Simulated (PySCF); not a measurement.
Krypton: a sound run and one with changed settings

Sound run: Kr [Kr], Kr⁺ [Ar] 3d10 4s2 4p5. Calculation: PySCF 2.14, in jorge-DZP-DKH (8s6p2d1f, 43 functions); the spin-free X2C one-electron Hamiltonian (Gaussian nucleus). In the sound run the correlated levels freeze [Ar] 3d10. The sound run starts from symmetry-adapted Hartree-Fock orbitals and uses a fine grid where one is needed.

A second run was set up differently.

| species | method | sound run (hartree) | changed run (hartree) | converged |
| --- | --- | --- | --- | --- |
| Kr | MP2 | -2788.06407 | -2788.04415 | yes |
| Kr | CCSD(T) | -2788.07072 | -2788.04718 | yes |
| Kr⁺ | MP2 | -2787.57020 | -2787.54914 | yes |
| Kr⁺ | CCSD(T) | -2787.57673 | -2787.55168 | yes |

Ionisation energy of Kr:

```json
{"method": "UHF", "sound run (eV)": "13.213", "changed run (eV)": "13.213"}
{"method": "MP2", "sound run (eV)": "13.439", "changed run (eV)": "13.470"}
{"method": "SCS-MP2", "sound run (eV)": "13.418", "changed run (eV)": "13.465"}
{"method": "CCSD", "sound run (eV)": "13.439", "changed run (eV)": "13.479"}
{"method": "CCSD(T)", "sound run (eV)": "13.442", "changed run (eV)": "13.483"}
```

(1) What was changed?
A. basis contracted for another Hamiltonian
B. too few SCF iterations
C. a valence shell is frozen
D. level shift left on

## Answers

(1) C. Freezing a valence shell removes pair correlation that changes on ionisation.
